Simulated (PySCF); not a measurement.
Geometry:
| atom | x (Å) | y (Å) | z (Å) |
| --- | --- | --- | --- |
| F1 | 2.247 | 1.344 | -0.712 |
| C2 | 2.408 | 0.055 | -0.372 |
| F3 | 3.655 | -0.078 | 0.088 |
| F4 | 2.310 | -0.664 | -1.491 |
| C5 | 1.397 | -0.366 | 0.665 |
| C6 | -0.018 | -0.200 | 0.218 |
| C7 | -1.003 | -1.091 | 0.467 |
| C8 | -2.365 | -0.749 | 0.011 |
| C9 | -2.527 | 0.435 | -0.617 |
| Si10 | -0.838 | 1.238 | -0.694 |
| H11 | 1.617 | -1.410 | 0.938 |
| H12 | 1.601 | 0.254 | 1.555 |
| H13 | -0.827 | -2.038 | 0.994 |
| H14 | -3.184 | -1.455 | 0.191 |
| H15 | -3.493 | 0.767 | -1.000 |
| H16 | -0.735 | 2.532 | 0.048 |
| H17 | -0.337 | 1.434 | -2.086 |

Calculated, not measured (PySCF 2.14.0 with density-fitted response routines): σ from GIAO-PBE/pcSseg-1, PBE0-D3(BJ)/def2-SVP structure. A single conformation, in vacuum, non-relativistic Hamiltonian, averaged over atoms made equivalent by symmetry, fast rotation or ring inversion.

Chemical shifts δ = σref − σ; $^{13}$C (σref 180.03), $^{1}$H (σref 31.20), $^{29}$Si (σref 334.61) against TMS; $^{19}$F (σref 144.73) vs CFCl3, all at this level.

```tsv
atoms	nucleus	count	δ (ppm)
H13	$^{1}$H	1	6.87
H11/H12	$^{1}$H	2	?
C6	$^{13}$C	1	140.4
C2	$^{13}$C	1	136.8
H15	$^{1}$H	1	6.30
C5	$^{13}$C	1	44.0
Si10	$^{29}$Si	1	?
F1/F3/F4	$^{19}$F	3	?
C7	$^{13}$C	1	152.3
C8	$^{13}$C	1	155.0
C9	$^{13}$C	1	133.5
H14	$^{1}$H	1	7.14
H16/H17	$^{1}$H	2	?
```

Fill in the missing shifts.

Results:


- H16/H17: 4.79 ppm, hydrogen on a silicon bonded to 2 C, in a 5-membered ring
- H11/H12: 3.04 ppm, hydrogen on an allylic sp3 CH2; allylic position
- F1/F3/F4: -97.2 ppm, fluorine of a CF3 group
- Si10: -44.1 ppm, silicon bonded to 2 C, 2 H, in a 5-membered ring

Shifts are as computed. Against solution values, carbons near 30 ppm lie about +2 ppm off and those near 130 ppm about +2 ppm. Of 1211 compounds with measured shifts, 218 miss one by over three times the rms of a fit or turn the order of signals round; such compounds aren't used in these exercises. Unscaled 19F shifts against computed CFCl3 carry errors that often reach 10 to 50 ppm.
